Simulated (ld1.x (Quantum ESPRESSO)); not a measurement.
## How hard is this As TM potential?

As (Z = 33), norm-conserving Troullier–Martins (Kleinman–Bylander form), made with ld1.x (Quantum ESPRESSO) 7.5 (PBE, scalar-relativistic). Core [Ar] 3d10, reference 4s2 4p3. Waves: 4s (bound): rc 1.75 bohr; 4p (bound): rc 1.90 bohr; 4d channel at -0.05 Ry: rc 1.45 bohr. Local part: the d channel. Core correction: a·sin(br)/r model core inside 1.36 bohr.

The pseudo-atom Hamiltonian at the reference potential is diagonalised in spherical Bessel functions j_l(qr) that vanish at 20 bohr, with q² up to the cutoff. All-electron valence levels (Ry): 4s -1.0653, 4p -0.3818.

Task: How do the lowest levels (Ry) of each channel move with the cutoff, and are there ghosts?

Result:

```tsv
cutoff (Ry)	s #1	s #2	p #1	p #2	p #3	d #1	f #1	f #2	Σ f·Δε (mRy)
8	-8.9099	-0.9243	-0.3780	0.0259	0.1187	0.0611	0.1127	0.2384	293.4
12	-20.5515	-1.0427	-0.3786	0.0258	0.1187	0.0610	0.1127	0.2384	55.1
15	-27.9627	-1.0550	-0.3799	0.0258	0.1186	0.0610	0.1127	0.2384	26.4
21	-46.7558	-1.0581	-0.3812	0.0258	0.1186	0.0609	0.1127	0.2384	16.2
30	-60.1395	-1.0609	-3.6016	-0.3810	0.0258	0.0609	0.1127	0.2384	11.3
40	-67.2731	-1.0645	-12.7875	-0.3817	0.0258	0.0609	0.1127	0.2384	2.1
45	-68.2952	-1.0649	-17.7124	-0.3818	0.0258	0.0609	0.1127	0.2384	0.9
55	-69.6109	-1.0652	-22.6647	-0.3818	0.0258	0.0609	0.1127	0.2384	0.3
400	-71.0612	-1.0653	-31.9625	-0.3818	0.0258	0.0607	0.1127	0.2384	0.0
```

Result: ghost states, extra bound levels that the all-electron valence spectrum of the same l lacks: s at -966.8 eV, p at -434.9 eV (a true bound ghost makes a file unfit for plane-wave use); 10 mRy is reached at 35 Ry and 1 mRy at 45 Ry.

2 of 7 tests not solved or not reliable.
